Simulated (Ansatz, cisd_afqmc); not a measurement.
System: GeAsH5, charge 0, singlet. GeAsH5 (SMILES [GeH3][AsH2]).
B3LYP-D3(BJ)/def2-TZVP minimum from Ansatz (a first-principles code):
```
Ge
H 1 1.5385
H 1 1.5390 2 109.15
H 1 1.5390 2 109.15 3 -118.81
As 1 2.4482 2 113.07 3 120.60
H 5 1.5259 1 92.41 2 46.04
H 5 1.5259 6 91.98 1 92.49
```
Charge 0, spin multiplicity 1.

Atomisation energy term by term, kcal/mol (programs: Ansatz, cisd_afqmc). Radicals and triplets start from unrestricted determinants; spin-orbit coupling is neglected. Correlated methods leave the cores frozen (noble-gas shells, and filled d and f shells in the p block). No relativity. AFQMC is phaseless with a CISD trial state; ± is one standard error, without the phaseless bias. Outlying blocks are dropped, and bars are widened where a walk drifts. Over all cases where full CI ran beside it in this data, AFQMC minus full CI had a median of +0.1 mEh and passed +0.4 mEh in a tenth of the cases. CBS(X,Y): correlation extrapolated as X^-3, Hartree-Fock from the larger set. A bracket is a step between two methods taken in the basis named. For partners of very few electrons the exact lower level stands in for a higher one.

| term | basis | kcal/mol |
|---|---|---|
| Hartree-Fock | cc-pVQZ | 289.23 |
| CCSD correlation | CBS(cc-pVTZ,cc-pVQZ) | 115.46 |
| (T) | CBS(cc-pVTZ,cc-pVQZ) | 4.57 |
| CCSDT(Q) - CCSD(T) | cc-pVTZ | 0.35 |
| sum: De |  | 409.6 |

The step beyond CCSD(T) by other levels: AFQMC/CISD in cc-pVDZ 0.41 ± 0.25; CCSDT(Q) in cc-pVDZ 0.54 kcal/mol.
